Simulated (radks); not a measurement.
Task: Coherent X-ray form factor from a spherical all-electron density. Calculated with a radial shooting solver on a logarithmic mesh with Libxc functionals: scalar-relativistic Kohn-Sham, LB94 model potential, spin-polarised, spherical densities, finite nucleus; Fermi nuclear charge, rms radius of each element as measured or else 0.836 A^(1/3) + 0.57 fm.

sin(theta)/lambda (1/angstrom),f0 (electrons)
0.05,34.911
0.1,34.648
0.15,34.217
0.2,33.632
0.25,32.911
0.3,32.072
0.4,30.133
0.5,27.997
0.6,25.826
0.8,21.830
1,18.583
1.25,15.428
1.5,12.881
2,8.970

The species is in the configuration that NIST lists as its ground one. Which atom or ion scatters so?

Result: The barium ion Ba21+, [Ar] 3d10 4s2 4p5. Extrapolating in s^2 from the first two rows gives f0(0) = 35.0, near the electron count 35; among species with that count, the fall with angle is slower the higher Z, and the table is that of Z = 56; from so few rows the species is fixed only to a neighbour or two.
